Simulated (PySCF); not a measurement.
An unknown is described by computed data only.

Formula: C5H3F3S.

| Item | Value |
| --- | --- |
| Dipole | 2.67 D [CAM-B3LYP/def2-SVPD] |
| 13C NMR | chemical shifts (computed TMS as zero) by class: 138.4 (1 C), 135.8 (1 C), 135.7 (1 C), 131.6 (1 C), 130.6 (1 C) ppm [GIAO PBE0/pcSseg-1] |
| UV, first state | lowest singlet excitation: 5.88 eV (211 nm, f = 0.071) [TDDFT CAM-B3LYP/def2-SVPD] |
| Rotational structure | rotational constants A, B, C: 3.200, 0.892, 0.793 GHz [GFN2-xTB] |
| UV, strongest line | among the 8 lowest singlet transitions: S7 at 7.59 eV (163 nm, f = 0.343) [TDDFT CAM-B3LYP/def2-SVPD] |
| Polarisability | 74.8 au [CAM-B3LYP/def2-SVPD] |
| NMR, other nuclei | isotropic shieldings of nuclei other than C and H, by class: 245 (3 F), 273 (1 S) ppm [GIAO PBE0/pcSseg-1] |
| 1H NMR | chemical shifts (computed TMS as zero) by class: 7.69 (1 H), 7.53 (1 H), 7.32 (1 H) ppm [GIAO PBE0/pcSseg-1] |

Electronic properties: PySCF, gas phase, density fitting. Levels stand in brackets. Isolated species at its GFN2-xTB geometry, gas phase. NMR values are class means; diastereotopic atoms form classes of their own.

Question: Give a SMILES that accounts for the data.

Answer: Numbering: `[F:1][C:2]([F:3])([F:4])[c:5]1[cH:6][cH:7][s:8][cH:9]1`. Its formula, C5H3F3S, gives 3 degrees of unsaturation: 1 ring and 2 π bonds in the structure found (Kekulé form). 5 carbons fall into 5 classes; from least to most shielded: substituted aromatic carbon [C5] (138.4 ppm), aromatic CH next to a ring sulfur [C9] (135.8 ppm), aromatic CH next to a ring sulfur [C7] (135.7 ppm), CF3 carbon [C2] (131.6 ppm), aromatic CH carbon [C6] (130.6 ppm). Hydrogen classes from least to most shielded: 1 H on an aromatic CH next to a ring sulfur, C9 (7.69 ppm), 1 H on an aromatic CH carbon, C6 (7.53 ppm), 1 H on an aromatic CH next to a ring sulfur, C7 (7.32 ppm). The other shieldings belong to: 245 ppm, fluorine of a CF3 group [F1/F3/F4]; 273 ppm, thiophene-type sulfur [S8]. The optimised geometry has point group C1 and is an asymmetric top. Structure: `FC(F)(F)C1=CSC=C1`. Computed isomers that give other values at the same levels: `C#CC(=C)SC(F)(F)F` (rotational constant A: 2.138 GHz; this holds for the one conformer computed); `Fc1cscc1C(F)F` (13C chemical shifts (computed TMS as zero) by class: 164.8 (1 C), 135.8 (1 C), 133.0 (1 C), 113.7 (1 C), 112.7 (1 C) ppm). The assignments are read from this structure; whether some other isomer fits the data as well wasn't checked.

Conformer computed: `[F:1][C:2]([F:3])([F:4])[c:5]1[cH:6][cH:7][s:8][cH:9]1`: F1–C2–C5–C6 43°.
